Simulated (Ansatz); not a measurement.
Two structures of SiN₂H₁₀O, singlet, reached by relaxing down either side of one saddle point (PBE0-D4/def2-TZVP). Energies are electronic, without zero-point energy. Computed with Ansatz 0.2.0 (basis: def2-TZVPP and def2-QZVPP); correlated methods freeze the cores. Extrapolation: Hartree–Fock as exp(−7.88 √X), correlation as X^−2.97. First:

```xyz
14
angstrom
Si 0.5910 0.8792 0.4170
H -0.5527 0.1659 1.0520
H 1.3880 0.0447 -0.5135
H 0.1118 2.1287 -0.2332
N 1.6732 1.1682 1.7460
H -1.1995 -0.9414 -1.5068
N -1.0946 0.0610 -1.6366
H -0.7943 -1.7215 0.5734
O -1.0434 -2.4872 0.0428
H 2.6151 1.4676 1.5453
H 1.3300 1.6465 2.5649
H -2.0202 0.4715 -1.6385
H -0.6900 0.2208 -2.5506
H -0.3142 -3.1039 0.1380
```

Second:

Si1  (0.646, 1.282, -0.457)
H2  (-2.960, -0.250, 1.863)
H3  (1.344, 2.335, -1.248)
H4  (-0.339, 1.950, 0.441)
N5  (1.872, 0.340, 0.254)
H6  (-0.414, -1.268, -0.042)
N7  (-0.348, 0.187, -1.377)
H8  (-2.342, -0.643, 1.704)
O9  (-0.261, -1.779, 0.775)
H10  (2.754, 0.744, 0.519)
H11  (1.612, -0.457, 0.819)
H12  (-1.290, 0.490, -1.579)
H13  (0.064, -0.228, -2.201)
H14  (-0.340, -2.703, 0.529)
(Å)

(1) Which bonds change from the first to the second?

(2) Give the saddle point's structure and its height above each. (To be estimated.)

T1 diagnostic: at most 0.011.

Results:

(1) SiNH₅ ([NH2][SiH3]) + H₂O + NH₃ → SiN₂H₆ ([NH2][SiH2][NH2]) + H₂O + H₂; bonds formed: Si1–N7, H2–H8, H6–O9; bonds broken: Si1–H2, H6–N7, H8–O9.

(2) The calculation gives: 1.421 eV above the first and 1.923 eV above the second (CCSD(T) at an estimated basis limit (MP2 extrapolated from triple and quadruple zeta, plus CCSD(T) − MP2 in triple zeta)).
```tsv
atom	x (Å)	y (Å)	z (Å)
Si1	0.2184	1.0817	-0.0470
H2	-0.8978	0.1171	1.1277
H3	1.1543	1.8039	-0.9946
H4	-0.7956	2.1352	0.2239
N5	1.4255	0.4761	0.9990
H6	-0.6917	-1.1406	-0.6997
N7	-0.4448	-0.1088	-1.3027
H8	-0.9934	-0.8418	0.8679
O9	-1.0755	-1.9161	0.2357
H10	2.3687	0.8188	0.9225
H11	1.2146	0.0589	1.8891
H12	-1.3224	0.2250	-1.6918
H13	0.2051	-0.2224	-2.0725
H14	-0.3652	-2.4869	0.5425
```

Labels in which every atom is bracketed show which atoms are joined, not bond orders.

For scale, one of the runs: CCSD(T)/def2-TZVPP, 275 basis functions, launched by `ansatz run in.yaml --threads 8 --pin off --events-out ev --progress --plain --max-ram 19148MiB`. Hardware: 8 CPU threads of an Arm Neoverse V1, shared host. Wall time 120 s; peak host memory 7.7 GiB.
